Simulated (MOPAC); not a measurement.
MOPAC input (MNDO):

```
MNDO 1SCF UHF MS=0.5 GEO-OK AUX(PRECISION=9) THREADS=1
C4H2ClO

Cl    1.84991500 1   -0.76642800 1   -0.00001400 1
C     0.25200700 1   -0.14301100 1   -0.00109400 1
C    -0.96586200 1   -0.86821900 1   -0.03586000 1
C    -1.99538100 1   -0.00418500 1   -0.02348100 1
O    -1.47980500 1    1.26820700 1    0.01853700 1
C    -0.12120000 1    1.16440300 1    0.03150800 1
H    -3.06525400 1   -0.09230900 1   -0.03849900 1
H     0.43775500 1    2.08199100 1    0.06400100 1
```

From the output:

```
                                                       MOPAC v23.2.5 Linux

          FINAL HEAT OF FORMATION =         90.06345 KCAL/MOL =     376.82546 KJ/MOL

          COSMO AREA              =        119.41 SQUARE ANGSTROMS
          COSMO VOLUME            =        107.51 CUBIC ANGSTROMS

          IONIZATION POTENTIAL    =          8.817975 EV
          ALPHA SOMO LUMO (EV)    =         -9.004 -0.854
          BETA  SOMO LUMO (EV)    =         -8.818 -2.390
          NO. OF ALPHA ELECTRONS  =         16
          NO. OF BETA  ELECTRONS  =         15
          MOLECULAR WEIGHT        =        101.5122         POINT GROUP:  Cs

          MOLECULAR DIMENSIONS (Angstroms)

            Atom       Atom       Distance
            H     7   Cl     1     4.96133
            H     8    C     3     3.11493
            H     8    C     2     0.00000

          SCF CALCULATIONS        =          1

   ATOM   CHEMICAL          X               Y               Z
  NUMBER   SYMBOL      (ANGSTROMS)     (ANGSTROMS)     (ANGSTROMS)

     1      Cl          1.84991500  *  -0.76642800  *  -0.00001400  *
     2       C          0.25200700  *  -0.14301100  *  -0.00109400  *
     3       C         -0.96586200  *  -0.86821900  *  -0.03586000  *
     4       C         -1.99538100  *  -0.00418500  *  -0.02348100  *
     5       O         -1.47980500  *   1.26820700  *   0.01853700  *
     6       C         -0.12120000  *   1.16440300  *   0.03150800  *
     7       H         -3.06525400  *  -0.09230900  *  -0.03849900  *
     8       H          0.43775500  *   2.08199100  *   0.06400100  *

                             CARTESIAN COORDINATES

   1   Cl        1.849915000    -0.766428000    -0.000014000
   2    C        0.252007000    -0.143011000    -0.001094000
   3    C       -0.965862000    -0.868219000    -0.035860000
   4    C       -1.995381000    -0.004185000    -0.023481000
   5    O       -1.479805000     1.268207000     0.018537000
   6    C       -0.121200000     1.164403000     0.031508000
   7    H       -3.065254000    -0.092309000    -0.038499000
   8    H        0.437755000     2.081991000     0.064001000

           Empirical Formula: C4 H2 O Cl  =     8 atoms

      MOLECULAR POINT GROUP   :   Cs

          ALPHA EIGENVALUES
 -48.23888 -35.61141 -32.19299 -25.99581 -22.84024 -22.14463 -18.66259 -17.00034
 -16.67142 -15.45258 -14.83392 -13.73662 -12.51510 -11.14725 -10.59514  -9.00386
  -0.85384   1.09411   1.25858   2.33945   3.00152   3.76932   4.14025   4.62834
   5.17443   5.41458

           BETA EIGENVALUES
 -47.83044 -35.61838 -31.23304 -25.96245 -22.53457 -21.95855 -18.59356 -16.53836
 -16.10548 -15.41262 -14.75779 -13.89609 -12.49112 -10.62060  -8.81797  -2.39048
   0.40843   0.90346   1.92849   2.72889   3.20372   4.00145   4.32319   5.01770
   5.29142   5.53540

              NET ATOMIC CHARGES AND DIPOLE CONTRIBUTIONS

  ATOM NO.   TYPE          CHARGE      No. of ELECS.   s-Pop       p-Pop
    1         Cl          -0.027505        7.0275     1.97873     5.04878
    2          C          -0.101371        4.1014     1.19621     2.90516
    3          C          -0.244667        4.2447     1.45295     2.79172
    4          C           0.191554        3.8084     1.25408     2.55437
    5          O          -0.215634        6.2156     1.82167     4.39396
    6          C           0.131610        3.8684     1.23720     2.63119
    7          H           0.134156        0.8658     0.86584
    8          H           0.131858        0.8681     0.86814
 DIPOLE           X         Y         Z       TOTAL
 POINT-CHG.    -1.310     1.869     0.038     2.283
 HYBRID         0.232     1.482     0.044     1.501
 SUM           -1.078     3.351     0.082     3.521

          ATOMIC ORBITAL ELECTRON POPULATIONS

     Atom    s        px        py        pz
    1 Cl   1.97873   1.20108   1.87666   1.97103
    2  C   1.19621   0.89132   0.89640   1.11744
    3  C   1.45295   0.81870   1.53659   0.43643
    4  C   1.25408   0.96563   0.76907   0.81967
    5  O   1.82167   1.21317   1.40585   1.77495
    6  C   1.23720   0.79480   0.95554   0.88085
    7  H   0.86584
    8  H   0.86814

                    (SZ)    =    0.500000
                    (S**2)  =    0.861847

          ATOMIC ORBITAL SPIN POPULATIONS

    Atom   Total    s     px     py     pz
         Atomic
    1 Cl -0.0016 -0.000  0.013  0.001 -0.015
    2  C -0.3472 -0.020 -0.016 -0.028 -0.282
    3  C  0.1977  0.010  0.003 -0.015  0.200
    4  C  0.7031  0.034  0.025  0.017  0.627
    5  O  0.0262  0.003 -0.014 -0.018  0.055
    6  C  0.4815  0.026  0.015  0.027  0.414
    7  H -0.0354 -0.035
    8  H -0.0243 -0.024

 **********************
 *                    *
 * JOB ENDED NORMALLY *
 *                    *
 **********************

 == MOPAC DONE ==
```

The geometry given is a B3LYP-D3(BJ)/def2-TZVP minimum.

The determinant is spin-contaminated: <S^2> is 0.86 against 0.75 for a pure state.
